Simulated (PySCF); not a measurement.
Si(H)2(Me)(OMe) (C2H8OSi), SMILES C[SiH2]OC. Geometry optimised at PBE-D3(BJ)/def2-SVP. Other conformers were not sampled.

Computed with PBE-D3(BJ)/def2-SVP run with PySCF.

Harmonic wavenumbers (cm⁻¹): 81, 113, 147, 154, 270, 483, 652, 697, 745, 756, 845, 906, 947, 1120, 1136, 1173, 1219, 1377, 1385, 1422, 1422, 1427, 2122, 2127, 2905, 2970, 2981, 3032, 3082, 3088. Rotational constants (GHz): 16.70, 3.018, 2.729; symmetry number 1.

Task: Work out the zero-point energy and the ideal-gas rigid-rotor harmonic-oscillator thermochemistry at 298.15 K and 1 atm.

Result: ZPE = ½ Σ hcν = ½ × 40786 cm⁻¹ = 243.95 kJ/mol. H − E(el) = 264.83 kJ/mol. Entropy in J/(mol K): translation 162.79, rotation 105.69, vibration 69.42, total 337.90. G − E(el) = 164.09 kJ/mol. Cp = 104.07 J/(mol K). Modes under 150 cm⁻¹ make the vibrational entropy uncertain.
